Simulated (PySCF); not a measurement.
Molecule: SMILES C=C[SiH2]Br (C2H5BrSi), singlet. Atoms near the plane z = 0.0 Å, at the CAM-B3LYP/def2-SVP optimised geometry (x, y, z in Å): C1 (1.4, -1.2, 0.0), C2 (0.0, -1.2, 0.0), Si3 (-1.1, 0.3, 0.0), Br4 (0.2, 2.2, 0.0), H5 (1.9, -2.1, 0.0), H6 (1.9, -0.3, 0.0), H7 (-0.5, -2.2, 0.0).

Calculation: CAM-B3LYP/def2-TZVP in PySCF. Cells within 0.4 Å of a nucleus heavier than hydrogen are left out (blank, or x). The values are rescaled to run from 0 to 1.

```
|1000000000000000000000000000001|
|1100000000000000111110000000001|
|1100000000000011222111000000001|
|1110000000000135654211000000001|
|1111000000001599999521100000001|
|1111110000015999999941100000001|
|1111111111139999999962100000011|
|111111111226999xx99972000000011|
|111111122348999xx99972000000111|
|1111112346999999x99951000011111|
|1111123489999999999931001111111|
|1111123699999999999521111111111|
|1111224999999999996322222111111|
|11112259999xx999974345643211111|
|11112359999xx999975599995321111|
|11112359999xx999987999997321111|
|1112235999999999999999998322111|
|1112234799999999999999996321111|
|111223469999999x999xx9994221111|
|11122234689999xxx99xx9994221111|
|111222334568999x999xx9994322111|
|1112222334589999999999996322111|
|1112222334599999999999998422111|
|1111222233599999856999997422211|
|1111222223479999533599995322211|
|1111122223346775333356654322111|
|1111122222334443222233333222111|
|1111112222223322222222222221111|
|1111111222222222222222222221111|
|1111111122222222222222222111111|
|1111111111222222111111111111111|
```
Scale: ten equal steps from 0.000 (start of '0') to 1.00 (end of '9'), in the order '0123456789'; x runs from -4.50 to 4.50, y from -4.50 (bottom) to 4.50 (top).

Which quantity is mapped?
(A) Laplacian of the electron density
(B) an orbital amplitude
(C) electrostatic potential
(D) deformation density (molecule minus spherical neutral atoms)

C, electrostatic potential. In full: electrostatic potential (hartree/e), clipped to [-0.08, 0.12].
